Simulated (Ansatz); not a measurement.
`[Cl][Zn][Br]` and `[Br][Zn][Br]` differ in one atom or group.

Ansatz, PBE0-D4/def2-TZVP geometries, multiplicity 1. 

Scalar relativity is left out up to krypton.

```tsv
property	`[Cl][Zn][Br]`
HOMO energy (ωB97M-V/def2-TZVPP) / eV	-10.95
size of the dipole moment (B3LYP/def2-TZVPP) / D	0.29
HOMO–LUMO gap (ωB97M-V/def2-TZVPP) / eV	11.04
size of the dipole moment (PBE/def2-TZVPP) / D	0.31
HOMO–LUMO gap (PBE0/def2-TZVPP) / eV	7.03
HOMO energy (PBE/def2-TZVPP) / eV	-7.46
```

Task: What does the change do to each property? (Best estimate.)

Result: Computed: 
| property | `[Br][Zn][Br]` | shift |
| --- | --- | --- |
| HOMO energy (ωB97M-V/def2-TZVPP) / eV | -10.78 | 0.17 |
| size of the dipole moment (B3LYP/def2-TZVPP) / D | 0.01 | -0.28 |
| HOMO–LUMO gap (ωB97M-V/def2-TZVPP) / eV | 10.78 | -0.26 |
| size of the dipole moment (PBE/def2-TZVPP) / D | 0.01 | -0.30 |
| HOMO–LUMO gap (PBE0/def2-TZVPP) / eV | 6.80 | -0.23 |
| HOMO energy (PBE/def2-TZVPP) / eV | -7.31 | 0.15 |

With PBE0 the HOMO rises by 0.16 eV and the LUMO falls by 0.07 eV, so the gap narrows by about 0.23 eV. PBE moves the HOMO by 0.15 eV and ωB97M-V by 0.17 eV.

B3LYP here is the variant with VWN-RPA as its local correlation; programs differ in this.

Spin–orbit coupling is left out; it splits and shifts lone-pair levels of the heavy atoms by tenths of an eV.
